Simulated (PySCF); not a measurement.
# [PbO]2+: one run

[PbO]2+ (triplet). PySCF 2.14.0, UKS r2SCAN, Pb def2-SVP with ECP60, O def2-SVP; non-relativistic Hamiltonian with scalar-relativistic core potentials where named; density fitting; no spin-orbit coupling. Purpose: multiplicity 3 at the relaxed geometry.

```python
mol = gto.M(atom='''
Pb     0.00000     0.00000    -0.62642
O      0.00000    -0.00000     2.00920''',
    basis={'Pb': 'def2-SVP', 'O': 'def2-SVP'},
    ecp={'Pb': 'def2-SVP'},
    charge=2, spin=2)
mf = dft.UKS(mol, xc='R2SCAN')
mf.grids.atom_grid = (50, 194)
mf = mf.density_fit()  # fitting sets: Pb def2-universal-JKFIT, O def2-universal-JKFIT
mf.conv_tol = 1e-08; mf.max_cycle = 55
mf.kernel(dm0)  # dm0: free metal ions and neutral atoms
```

Run from Python with OMP_NUM_THREADS=2; the lines above give its settings. Where DIIS fails, smearing, a level shift and second-order steps follow.
It took 0.9 s on 2 threads of Arm Neoverse V1 (shared host).

**Question.** Where do the frontier levels lie, over both spins?

**Answer.** HOMO -20.52 eV, LUMO -17.68 eV. 

**Question.** What does the SCF print?

**Answer.** 
```
init E= -266.760450048914
cycle= 1 E= -266.916631719203  delta_E= -0.156  |g|= 0.579  |ddm|= 2.22
cycle= 2 E= -266.014533571932  delta_E= 0.902  |g|= 1.15  |ddm|= 2.37
cycle= 3 E= -267.156571356898  delta_E= -1.14  |g|= 0.0611  |ddm|= 2.05
cycle= 4 E= -267.159115305839  delta_E= -0.00254  |g|= 0.0354  |ddm|= 0.113
...
cycle= 8 E= -267.160128254908  delta_E= -4.56e-08  |g|= 6.81e-05  |ddm|= 0.000552
cycle= 9 E= -267.160128261953  delta_E= -7.04e-09  |g|= 2.39e-05  |ddm|= 0.00025
Extra cycle  E= -267.1601282623  delta_E= -3.47e-10  |g|= 2.31e-05  |ddm|= 8.68e-05
converged SCF energy = -267.1601282623  <S^2> = 2.0166039  2S+1 = 3.0110489
```

**Question.** What are the Mulliken charges and spins?

**Answer.** 
```csv
atom,charge (e),spin (e)
Pb1,1.781,-0.060
O2,0.219,2.060
```

**Question.** How does its energy compare with the relaxed singlet of charge +2 in vacuum?

**Answer.** It lies 3.256 eV lower.

Open shells may have lower solutions than the one found.
